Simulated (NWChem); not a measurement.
Species: HSeF; SMILES F[SeH]

Results from NWChem. Geometry: optimised at B3LYP/6-31G* (spherical d). Vertical excitations in the gas phase; the lowest state need not have the same character in each row.

Q: Order these by “lowest excitation, singlet (eV)”, lowest first: BHandHLYP/def2-SVPD, full TDDFT; PBE/def2-SVPD, full TDDFT; B3LYP/def2-SVPD, full TDDFT; PBE0/def2-SVPD, full TDDFT.

A: PBE/def2-SVPD, full TDDFT (2.90), B3LYP/def2-SVPD, full TDDFT (2.99), PBE0/def2-SVPD, full TDDFT (3.05), BHandHLYP/def2-SVPD, full TDDFT (3.13)
